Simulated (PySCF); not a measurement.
C2H7FOSi2, SMILES [Si@H](C)(C([SiH3])=O)F.

Geometry: B3LYP-D3(BJ)/def2-SVP. The structure was generated by enumeration; whether it is a known compound was not checked. One conformer was computed; it need not be the lowest.

Calculation: M06-2X/def2-TZVP in PySCF.

Computed frontier levels, gap, dipole moment and polarisability:
The highest occupied level is -7.84 eV and the lowest empty level is -1.03 eV. The orbital gap is 6.81 eV and the dipole moment is 1.06 D. The quadrupole, principal values (traceless, Buckingham form, about the centre of nuclear charge) comes out as -12.87, 3.41, 9.45 D·Å and the mean static polarisability is 78.2 bohr³ (11.59 Å³). The polarisability, principal values comes out as 66.8, 73.1, 94.7 bohr³.
